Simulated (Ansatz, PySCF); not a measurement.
B(Cl)(Br)(vinyl) (C2H3BBrCl), SMILES BrB(Cl)C=C. Atoms are numbered in the order given.

```xyz
8

B     -0.1949     0.5788     0.0000
Cl     0.8621     1.9759     0.0000
Br     0.6075    -1.1620     0.0000
C     -1.7259     0.7702     0.0000
C     -2.6089    -0.2408     0.0000
H     -2.1075     1.7982     0.0000
H     -3.6900    -0.0682     0.0000
H     -2.2749    -1.2840     0.0000
```
Charge 0, spin multiplicity 1.

Coordinates come from a PBE0-D3(BJ)/def2-SVP optimisation. This is a generated structure with no PubChem entry under its InChIKey; it may be hypothetical. Other conformers were not sampled.

Two levels are set side by side: PBE-D3(BJ)/def2-SVP (Ansatz, a quantum-chemistry and plane-wave program) and PBE0-D3(BJ)/def2-SVP (Ansatz). Each level has its own optimised geometry; the coordinates shown are those of the second. Frequencies come from the Hessian of PySCF at each geometry. Differences are taken from unrounded values.

```tsv
quantity	PBE0-D3(BJ)	PBE-D3(BJ)	PBE-D3(BJ) minus PBE0-D3(BJ)
mean bond length (Å)	1.406	1.415	0.009
bond B1–Cl2 (Å)	1.752	1.763	0.011
bond B1–Br3 (Å)	1.917	1.929	0.013
bond B1–C4 (Å)	1.543	1.548	0.005
bond C4–C5 (Å)	1.342	1.353	0.011
bond C4–H6 (Å)	1.097	1.105	0.009
bond C5–H7 (Å)	1.095	1.103	0.008
bond C5–H8 (Å)	1.095	1.104	0.008
highest harmonic wavenumber (cm⁻¹)	3256	3160	-97
mean harmonic wavenumber (cm⁻¹)	1194	1155	-39
zero-point energy (kcal/mol)	30.72	29.72	-1.00
```

Exact exchange shortens and stiffens bonds; PBE has none. Differences between two approximate levels are no errors against the true value.
